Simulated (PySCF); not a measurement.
Species: Mn2(I)4 (11 state).
Bonds: Mn1–I2, Mn1–I3, Mn1–I6, I3–Mn4, Mn4–I5, Mn4–I6.

Method: PBE0-D3(BJ)/def2-SVP geometry optimisation, gas phase, def2 core potentials past Kr (PySCF 2.14.0); unrestricted, density fitting, grid level 1; the optimiser is geomeTRIC in internal coordinates, started from a GFN2-xTB structure with every atom displaced at random (about 0.03 Å).

Step 4: E = -95034.9279 eV
```
atom  x, y, z in Å  |  force x, y, z in eV/Å
Mn1    -0.4778    1.1030    1.2358    0.114  -0.050  -0.021
I2     -1.1179    3.4651    1.9056    0.007   0.001   0.022
I3     -1.9713   -0.8798    0.0635   -0.007   0.056   0.034
Mn4     0.5124   -1.3675   -0.9572    0.113  -0.011  -0.006
I5      1.0719   -2.4120   -3.2025    0.009  -0.019   0.039
I6      2.0457   -0.0048    0.8855   -0.236   0.024  -0.069
```

Step 5: E = -95034.9375 eV
```
atom  x, y, z in Å  |  force x, y, z in eV/Å
Mn1    -0.4947    1.1260    1.2667    0.094  -0.063  -0.079
I2     -1.1193    3.4773    1.9877    0.003  -0.004   0.034
I3     -1.9612   -0.8378    0.0314   -0.028   0.028   0.019
Mn4     0.5191   -1.4073   -0.9791    0.029   0.044   0.016
I5      1.1090   -2.4870   -3.1978    0.011  -0.027   0.027
I6      2.0102    0.0329    0.8218   -0.110   0.022  -0.017
```

Question: Estimate the geometry and energy of step 6. (The exact step hangs on the optimiser's Hessian estimate; all steps are aligned on step 5, rigid shifts and turns removed.)

Answer: E = -95034.9407 eV, largest force 0.093 eV/Å
```
atom  x, y, z in Å  |  force x, y, z in eV/Å
Mn1    -0.4971    1.1351    1.2687    0.043  -0.034  -0.075
I2     -1.1188    3.4740    2.0338    0.003  -0.008   0.038
I3     -1.9615   -0.8151    0.0166   -0.024   0.005  -0.003
Mn4     0.5217   -1.4156   -0.9909   -0.037   0.048   0.017
I5      1.1284   -2.5284   -3.1871    0.014  -0.030   0.013
I6      1.9904    0.0540    0.7895    0.001   0.020   0.011
```

The energy changes by -0.0032 eV. The first-order estimate −F·Δx gives -0.0053 eV and the mean of the old and new forces, exact on a quadratic surface, -0.0038 eV. The step makes an angle of 72° with the force vector and moves no atom by more than 0.047 Å.

The cost below is that of the whole optimisation. The run took 29 min wall on Arm Neoverse N1, one thread (shared host), and the process peaked at 1.1 GiB of memory.
